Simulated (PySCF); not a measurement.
# Computed properties of C₂H₆BFO, SMILES COB(C)F

C2H6BFO, SMILES COB(C)F. Geometry: r2SCAN-D4/def2-SVP. Other conformers were not sampled. All values are computed for the isolated molecule unless a solvent is named; none is compared with measurement here.

**Structure.** All 27 harmonic modes at r2SCAN-D4/def2-SVP (PySCF) are real, so it is a minimum. With heavy atoms numbered as in [B:1]([F:2])([CH3:3])[O:7][CH3:8], the shortest bond between them is B1–F2 at 1.337 Å and the longest B1–C3 at 1.570 Å.

**Vibrations.** The strongest infrared lines (harmonic, unscaled, degenerate partners summed) lie at 1403 cm⁻¹ (368 km/mol, H 37 %, B 32 %, O 16 %, C 15 %), 1365 cm⁻¹ (277 km/mol, B 44 %, H 31 %, C 14 %, F 11 %), 1509 cm⁻¹ (156 km/mol, H 57 %, B 24 %, O 14 %). The softest mode is at 46 cm⁻¹ and the zero-point energy is 54.0 kcal/mol.

**Electronic structure.** B3LYP/def2-TZVP (PySCF) places the frontier levels at -8.78 and 0.40 eV, a gap of 9.18 eV, and gives a dipole moment of 2.78 D and a mean polarisability of 42.1 bohr³. PBE/def2-TZVP (PySCF) at the same geometry gives -7.43 and -0.17 eV, so its gap is 1.92 eV narrower. An orbital gap is neither the optical nor the fundamental gap.

**Excitations.** TDDFT-PBE0/def2-SVPD (PySCF) has S1 at 8.07 eV (154 nm, f = 0.011, weak); the most intense of the 10 singlets computed lies at 8.73 eV (f = 0.12). T1 (TDA) is at 7.50 eV. TDDFT-PBE/def2-SVPD (PySCF) puts S1 at 7.22 eV. No vertical singlet excitation falls in the visible range (under 3.1 eV).

**NMR.** GIAO shifts at PBE0/pcSseg-1 (PySCF) (non-relativistic, atoms alike by connectivity averaged): ¹³C from -2.4 to 56.0 ppm against TMS; ¹H from 0.6 to 3.9 ppm against TMS; ¹⁹F at -79.6 ppm against CFCl3; ¹¹B at 19.9 ppm against BF3.
